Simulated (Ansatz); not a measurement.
Consider the redistribution: `C[SiH2]OC(F)(F)F` + `CN([SiH3])[SiH3]` → `C[SiH2]N(C)[SiH3]` + `FC(F)(F)O[SiH3]`.

Program: Ansatz. Geometries: PBE0-D4/def2-TZVP. ΔE: electronic, gas phase. CCSD(T)/CBS is the MP2 limit (def2-TZVPP, def2-QZVPP) plus CCSD(T) − MP2 in def2-TZVPP, frozen cores. Functionals use def2-TZVPP. HSE06 is defined as in plane-wave codes. One conformer a species, not always the lowest.

Question: Is it downhill or uphill in electronic energy at CCSD(T)/CBS, and by how much? (An estimate is asked.)

Answer: The calculation gave: Uphill: ΔE = +1.6 kcal/mol.

Question: What do these levels give: r2SCAN-D4, B97M-V, r2SCAN0-D4, HSE06-D4, PBE0, BHLYP, LC-ωPBE, HF/def2-SVP, MP2/def2-SVP, MP2/def2-TZVPP, HF/CBS(def2), CCSD/CBS(def2)? (Estimate.)

Answer: The calculation gave: r2SCAN-D4 2.0, B97M-V 2.2, r2SCAN0-D4 1.9, HSE06-D4 1.8, PBE0 2.1, BHLYP 2.0, LC-ωPBE 2.1, HF/def2-SVP 2.3, MP2/def2-SVP 2.0, MP2/def2-TZVPP 1.5, HF/CBS(def2) 1.9, CCSD/CBS(def2) 1.7 kcal/mol.

Largest T1 diagnostic among the species: 0.012.

Leaving LDA and LC-ωPBE aside and taking each functional with its dispersion term where it has one, the values, not all of them listed here, spread over 0.5 kcal/mol, from revPBE-D4 to B97M-V.
